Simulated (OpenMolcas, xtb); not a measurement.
GeN2H4 (SMILES [NH2][Ge][NH2]): methods side by side

GeN2H4: 7 atoms, total charge 0, spin state singlet. As SMILES, `[NH2][Ge][NH2]`. Geometry: relaxed at PBE0-D4/def2-TZVP. This is one conformer, not always the lowest.

```xyz
7

N    -1.1797    0.0921   -0.6839
Ge   -0.0697   -1.2376   -0.1025
N     1.1947   -0.1650    0.6650
H    -2.0299   -0.1240   -1.1764
H    -1.0478    1.0847   -0.5666
H     1.1916    0.8425    0.7022
H     2.0020   -0.5607    1.1165
```

Each level gives the electronic atomisation energy (eV). The values are calculated. Electronic energies at fixed atoms, without zero-point motion or spin-orbit coupling.

```tsv
level	kind	program	value (eV)	CPU time (all runs)
GFN1-xTB	semi-empirical	xtb	35.78	under 2 s
HF/def2-SVPD	Hartree–Fock	OpenMolcas	15.14	16 s
SVWN5/def2-SVPD	LDA	OpenMolcas	27.80	28 s
PBE/def2-SVPD	GGA	OpenMolcas	24.42	38 s
M06-L/def2-SVPD	meta-GGA	OpenMolcas	23.67	62 s
B3LYP/def2-SVPD	global hybrid	OpenMolcas	23.89	40 s
PBE0/def2-SVPD	global hybrid	OpenMolcas	23.61	36 s
```

All-electron rows without a relativistic Hamiltonian named are non-relativistic. The values span 15.14 to 35.78 eV. The xTB rows lack spin polarisation, so open shells miss the exchange term that lowers them. CPU times are rough (shared hosts, several kinds of processor): they show what a rung costs within a factor of a few.
